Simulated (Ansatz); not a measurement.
Reactions of CCl2FI, SMILES `FC(Cl)(Cl)I`.

Isolated molecules relaxed with PBE0-D4/def2-TZVP in Ansatz; ΔE leaves out vibrations. CCSD(T)/CBS adds triple-zeta CCSD(T) − MP2 to the extrapolated MP2 energy (def2 sets, frozen cores). This one scheme is used for every species, atoms too. Open shells (•) are unrestricted, without spin–orbit coupling. Spin–orbit coupling would lower the free atoms: a little for C, Cl, F; strongly for I. def2 core potentials past Kr. For Br, I outer-core shells are correlated without core-valence functions, so the limit isn't a true one: a few kJ/mol of doubt a bond, and 10 to 20 or more in all where bonds break to atoms. Scalar relativity is left out up to krypton. Each species was taken in one conformer, which may not be the lowest.

Question: Order these by ΔE at CCSD(T)/CBS, lowest first. (Best estimate.)
A. `FC(Cl)(Cl)I` → `F[C](Cl)Cl`• + I•
B. `FC(Cl)(Cl)I` + H₂ → `FC(Cl)Cl` + HI
C. `FC(Cl)(Cl)I` + HBr → `FC(Cl)(Br)I` + HCl
D. `FC(Cl)(Cl)I` → `F[C](Cl)I`• + Cl•
E. `FC(Cl)(Cl)I` + H₂ → `ClC(Cl)I` + H–F
F. `FC(Cl)(Cl)I` → `Cl[C]Cl` + `FI`
G. `FC(Cl)(Cl)I` + `FC(F)Cl` → `FC(F)(Cl)C(F)(Cl)Cl` + HI
H. `FC(Cl)(Cl)I` → C• + 2 Cl• + F• + I•

Answer: E (-27.0 kcal/mol), B (-22.3 kcal/mol), G (-6.1 kcal/mol), C (-0.7 kcal/mol), A (+54.7 kcal/mol), D (+76.8 kcal/mol), F (+81.3 kcal/mol), H (+328.4 kcal/mol).

Largest T1 diagnostic: 0.020, for `Cl[C]Cl`.
